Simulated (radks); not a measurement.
All-electron atom: W2+ in [Xe] 4f14 5d4 (the NIST ground configuration). Calculated with a radial shooting solver on a logarithmic mesh with Libxc functionals: Dirac Kohn-Sham, PBEsol, spin-unpolarised, spherical densities, finite nucleus; open shells fill j = l - 1/2 first; Fermi nuclear charge, rms radius 5.3658 fm.

Spin-orbit splittings of the eigenvalues, e(l+1/2) - e(l-1/2), with zeta = 2 splitting/(2l+1) and mean radii in bohr:

\begin{tabular}{lrrrrr}
shell & occ. & splitting (eV) & zeta (eV) & <r> j=l-1/2 & <r> j=l+1/2 \\ \hline
2p & 6 & 1352 & 901.3 & 0.06366 & 0.07162 \\
3p & 6 & 292.3 & 194.9 & 0.1906 & 0.2054 \\
3d & 10 & 63.59 & 25.44 & 0.1797 & 0.1842 \\
4p & 6 & 67.83 & 45.22 & 0.4546 & 0.4880 \\
4d & 10 & 12.50 & 5.000 & 0.5048 & 0.5163 \\
4f & 14 & 2.238 & 0.6395 & 0.6032 & 0.6129 \\
5p & 6 & 9.822 & 6.548 & 1.178 & 1.281 \\
5d & 4 & 0.8289 & 0.3316 & 1.850 & 1.909 \\
\end{tabular}
